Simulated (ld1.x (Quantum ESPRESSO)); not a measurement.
palladium (Pd): excitation energies, all-electron against RRKJ

```
Element                 : palladium (Pd)
Generator               : ld1.x (Quantum ESPRESSO) 7.5
Type                    : norm-conserving RRKJ (Kleinman–Bylander form)
Functional              : LDA (PZ)
Relativity              : scalar-relativistic
Frozen core             : [Kr]
Valence charge          : 10
Reference configuration : 4d9 5s1 5p0
Partial waves           : 5p (bound, empty): rc 3.45 bohr; 4d (bound): rc 1.60 bohr; 5s (bound): rc 1.62 bohr
Local potential         : the s channel
Core correction         : none
```

Energies are relative to the spin-unpolarised reference configuration 4d9 5s1 5p0; without spin polarisation the order of configurations can differ from experiment. Spin-polarised rows fill each open shell by Hund’s rule, majority spin first.

| valence configuration | charge | ΔE all-electron (eV) | error AE − PS (meV) |
| --- | --- | --- | --- |
| 4d10 5s0 5p0 | 0 | -1.436 | -27 |
| 4d9 5s0 5p0 | +1 | 7.953 | +18 |
| 4d8 5s0 5p0 | +2 | 29.034 | -49 |
| 4d7 5s0 5p0 | +3 | 63.629 | -378 |
| 4d9 5s0 5p1 | 0 | 3.882 | +14 |
| 4d8 5s1 5p0 | +1 | 12.360 | +185 |
| 4d9 5s0 5p0 (spin-polarised) | +1 | 7.809 | +117 |

Problem. What are ΔE and the potential's error for 4d9 5s1 5p0 (spin-polarised)?

Solution. ΔE = -0.377 eV all-electron; the error (AE − PS) is +117 meV.

Problem. What are ΔE and the potential's error for 4d9.5 5s0 5p0?

Solution. ΔE = 1.934 eV all-electron; the error (AE − PS) is -0.2 meV.

Levels in the configuration 4d9 5s0 5p0:

```csv
level,all-electron (eV),pseudo (eV)
4d,-14.887,-14.872
```

These tests converged, but a pseudo level misses the all-electron one widely, so the file describes the atom poorly there or has found another state: 4d7 5s0 5p0: empty 5s by 4.8 eV (a node warning on the way).
